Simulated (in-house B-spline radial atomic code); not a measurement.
**Kr²⁺: [Ar] 3d10 4s2 4p4**

Computed with a radial B-spline atomic code at the basis-set limit: non-relativistic TPSSh, spin-polarised, spherical fractional occupations, point nucleus.

Effective charges: Z_r = [3n² - l(l+1)]/(2<r>) from the radius, Z_e = n√(-2ε) from the energy, and Slater's rules. Values are occupation-weighted means over spin.

| shell | electrons | ε (eV) | <r> (bohr) | Z_r | Z_e | Slater |
| --- | --- | --- | --- | --- | --- | --- |
| 1s | 2 | -13969 | 0.04243 | 35.35 | 32.04 | 35.70 |
| 2s | 2 | -1844.9 | 0.1876 | 31.99 | 23.29 | 31.85 |
| 2p | 6 | -1669.2 | 0.1618 | 30.89 | 22.15 | 31.85 |
| 3s | 2 | -285.66 | 0.5403 | 24.98 | 13.75 | 24.75 |
| 3p | 6 | -222.86 | 0.5447 | 22.95 | 12.14 | 24.75 |
| 3d | 10 | -110.88 | 0.5527 | 19.00 | 8.56 | 14.85 |
| 4s | 2 | -46.101 | 1.531 | 15.68 | 7.36 | 8.95 |
| 4p | 4 | -31.944 | 1.742 | 13.21 | 6.13 | 8.95 |

The least bound orbital is 4p down at -29.61 eV, and it is also the most diffuse (<r> = 1.762 bohr).

The density falls to 0.001 bohr⁻³ at 3.479 bohr; Σ<r²> = 25.971 bohr² gives, by the non-relativistic formula and without the paramagnetism of open shells, a Langevin diamagnetic susceptibility of -20.57×10⁻⁶ cm³/mol.

Caution: exact exchange at fractional occupations of open shells leaves self-interaction of up to several eV.
